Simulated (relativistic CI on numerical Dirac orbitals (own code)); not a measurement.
## Co2+ in a cubic cluster: 2p photoemission with charge transfer

Computed with a charge-transfer multiplet model of a cubic metal-ligand cluster with up to 3 ligand holes, Slater and spin-orbit integrals from Dirac-Coulomb-Breit ions, Slater integrals scaled by 0.8. The parameters are those of a tetrahedral site (10Dq negative, t2 hopping the larger). The ground state mixes d7 with configurations of k ligand holes L, whose averages lie at kΔ + k(k − 1)U_dd/2; a core hole lowers each added d electron by U_cd. 20 K, Lorentzian 0.6 eV and Gaussian 0.8 eV FWHM.

Atomic integrals in eV (Slater integrals scaled, ζ unscaled), ground: F2dd 9.233, F4dd 5.731, zeta_d 0.063; with the core hole: F2dd 10.695, F4dd 6.685, zeta_d 0.093, zeta_core 9.664, F2cd 6.345, G1cd 4.816, G3cd 2.738.

Cluster parameters (eV): Δ = 5, U_cd = 6.9, 10Dq = -0.5, 10Dq(ligand) = 0, V(eg) = 0.97, V(t2g) = -1.66, final-state hopping factor = 1.

| Case | n_d | d7 | d8L | d9L2 | d10L3 | S |
| --- | --- | --- | --- | --- | --- | --- |
| U_dd = 4.2 eV | 7.15 | 0.86 | 0.14 | 0.00 | 0.00 | 1.50 |
| U_dd = 6.3 eV | 7.14 | 0.86 | 0.13 | 0.00 | 0.00 | 1.50 |
| U_dd = 7 eV | 7.14 | 0.86 | 0.13 | 0.00 | 0.00 | 1.50 |
| U_dd = 7.7 eV | 7.14 | 0.86 | 0.13 | 0.00 | 0.00 | 1.50 |
| U_dd = 8.4 eV | 7.14 | 0.86 | 0.13 | 0.00 | 0.00 | 1.50 |

Weights, n_d and S are thermal averages at 20 K. Binding energies count from the first peak over 30 % of the highest in each spectrum, which can be another peak from case to case. The parameters are a model scan and need not match a compound or its usual spin state. Peaks in eV (height, largest 100):
- U_dd = 4.2 eV: 0.0 (100), 5.5 (48), 9.0 (14), 12.6 (5), 15.7 (56), 20.7 (29)
- U_dd = 6.3 eV: 0.0 (100), 5.9 (41), 8.7 (13), 15.9 (58), 21.2 (25)
- U_dd = 7 eV: 0.0 (100), 5.9 (39), 9.2 (12), 15.8 (59), 21.3 (24)
- U_dd = 7.7 eV: 0.0 (100), 6.0 (38), 9.4 (12), 15.9 (59), 21.3 (23)
- U_dd = 8.4 eV: 0.0 (100), 6.0 (36), 9.6 (11), 15.9 (60), 21.4 (22)

Curve for U_dd = 7 eV (points under 2 left out, the grid thinned):

(E (eV), Intensity): (-3.6, 2.0), (-3.0, 2.8), (-2.3, 4.6), (-1.7, 8.3), (-1.0, 28.1), (-0.4, 83.4), (0.3, 93.9), (0.9, 84.5), (1.6, 59.8), (2.2, 45.1), (2.9, 31.7), (3.5, 25.9), (4.2, 27.9), (4.8, 32.3), (5.5, 36.9), (6.1, 38.3), (6.8, 27.1), (7.4, 17.3), (8.1, 12.1), (8.7, 11.9), (9.4, 11.9), (10.0, 9.4), (10.6, 7.1), (11.3, 5.1), (11.9, 3.6), (12.6, 3.0), (13.2, 3.5), (13.9, 6.0), (14.5, 14.6), (15.2, 45.7), (15.8, 58.7), (16.5, 46.8), (17.1, 32.1), (17.8, 17.8), (18.4, 9.8), (19.1, 7.4), (19.7, 10.4), (20.4, 16.9), (21.0, 22.7), (21.7, 20.1), (22.3, 11.7), (23.0, 8.5), (23.6, 7.0), (24.3, 3.8), (24.9, 2.2)

For the case U_dd = 6.3 eV, Δ = 5 eV is smaller than U_dd = 6.3 eV, the charge-transfer side of the Zaanen-Sawatzky-Allen scheme. With the core hole the average of the configuration with one ligand hole lies at Δ − U_cd = -1.9 eV before mixing: the effective hopping of about 2.8 eV (from the holes of the mixed ground state) is comparable with this gap or larger, so the configurations mix strongly.
